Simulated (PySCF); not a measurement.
## CrC: energy against distance

Set-up: PySCF, no relativity, basis sets Cr def2-TZVPP, C def2-TZVPP. Energies in eV from Cr (3d5 4s1) + C in their ground configurations at the same level. State: Ms = 1 determinant of mixed spin (⟨S²⟩ near 3.6), unpaired electrons δ ↑↑.

All columns are PBE0. A positive dipole means Cr(−)C(+).

| R (Å) | E (eV) | μ (D) | Mulliken charge on Cr (basis-dependent) | HOMO (eV) | LUMO (eV) | Mayer bond order | ⟨S²⟩ |
| --- | --- | --- | --- | --- | --- | --- | --- |
| 1.448 | -2.133 | -5.59 | 0.31 | -5.47 | -2.52 | 3.20 | 2.34 |
| 1.516 | -2.412 | -5.71 | 0.35 | -5.49 | -2.65 | 3.01 | 2.62 |
| 1.583 | -2.545 | -5.81 | 0.38 | -5.57 | -2.75 | 2.71 | 3.00 |
| 1.633 | -2.590 | -5.85 | 0.40 | -5.66 | -2.81 | 2.47 | 3.30 |
| 1.684 | -2.604 | -5.87 | 0.40 | -5.66 | -2.86 | 2.24 | 3.57 |
| 1.734 | -2.592 | -5.86 | 0.41 | -5.63 | -2.91 | 2.04 | 3.81 |
| 1.802 | -2.544 | -5.85 | 0.40 | -5.61 | -2.95 | 1.80 | 4.07 |
| 1.886 | -2.442 | -5.85 | 0.40 | -5.57 | -3.01 | 1.56 | 4.32 |
| 1.987 | -2.274 | -5.90 | 0.41 | -5.51 | -3.07 | 1.35 | 4.53 |
| 2.122 | -2.001 | -6.12 | 0.43 | -5.39 | -3.17 | 1.15 | 4.71 |

A fit through these points gives, at Re = 1.684 Å, μ = -5.87 D and dμ/dR = -0.132 D/Å; the reduced mass is 9.748 u.

**Question.** How strong is the fundamental in the double-harmonic approximation, I = 42.26·(dμ/dR)²/μred km/mol?

**Answer.** I = 42.26·(-0.132)²/9.748 = 0.0755 km/mol at PBE0.

The metal atom is held in its measured ground configuration; semilocal functionals can put another filling of s and d lower by some tenths of an eV, and De to that atom would be smaller. ⟨S²⟩ of the unrestricted solution departs from its pure value on part of the curve, where spin states mix. The state is the lowest single determinant that the PBE0 search found; with open d or f shells the true ground state can be another one.
